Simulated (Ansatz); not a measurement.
Reaction (redistribution): `CB[SiH2]C` + `BC(=C)S` → `BC(=C)[SiH2]C` + `CBS`

Calculated with Ansatz (gas phase, PBE0-D4/def2-TZVP geometries, no zero-point term in ΔE). CBS: MP2 limit from def2 TZ/QZ plus the TZ coupled-cluster correction, frozen cores. Functionals use def2-TZVPP. Each species was taken in one conformer, which may not be the lowest.

```tsv
level	ΔE (eV)
PBE0-D4	-1.57
HF/def2-TZVPP	-1.69
CCSD/def2-TZVPP	-1.65
SCS-MP2/def2-QZVPP	-1.68
```

Task: What does CCSD(T)/CBS give? (Estimate.)

Result: The calculation gave: -1.63 eV. The listed levels differ from it by 0.06, -0.06, -0.02, -0.05 eV.

Largest T1 diagnostic among the species: 0.013.

From PBE to PBE0 (25 % exact exchange), in def2-TZVPP and without D4, ΔE moves by −0.06 eV.
